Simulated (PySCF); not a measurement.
SMILES CC(=O)[SiH2][SiH2]C(C)=O (C4H10O2Si2) (GFN2-xTB optimised geometry):

```
18

C      1.924     1.381     0.280
C      1.245     0.402    -0.626
O      0.830     0.703    -1.726
Si     0.861    -1.380     0.000
Si    -1.456    -1.380     0.000
C     -1.840     0.509     0.000
C     -2.522     1.131    -1.178
O     -1.425     1.158     0.938
H      1.211     1.628     1.067
H      2.199     2.291    -0.250
H      2.797     0.927     0.743
H      1.467    -2.291    -0.976
H      1.548    -1.587     1.281
H     -2.144    -1.999    -1.141
H     -2.063    -1.916     1.222
H     -3.395     0.549    -1.463
H     -2.797     2.165    -0.980
H     -1.810     1.103    -2.004
```

Method: CAM-B3LYP/def2-SVP (PySCF).

Question: What are the frontier orbital energies and the dipole moment?

Answer: HOMO-2 -10.13 eV, HOMO-1 -8.17 eV, HOMO -8.12 eV, LUMO 0.02 eV, LUMO+1 0.17 eV; dipole moment 1.31 D.

On the same geometry PBE/def2-SVP (PySCF) gives HOMO-2 -7.56 eV, HOMO-1 -5.37 eV, HOMO -5.29 eV, LUMO -2.28 eV, LUMO+1 -2.18 eV; dipole moment 0.70 D.

Meta-Löwdin charges at CAM-B3LYP/def2-SVP: C1 -0.33, C2 0.20, O3 -0.40, Si4 0.34, Si5 0.34, C6 0.20, C7 -0.33, O8 -0.40, H9 0.14, H10 0.11, H11 0.11, H12 -0.08, H13 -0.09, H14 -0.09, H15 -0.08, H16 0.11, H17 0.11, H18 0.14.
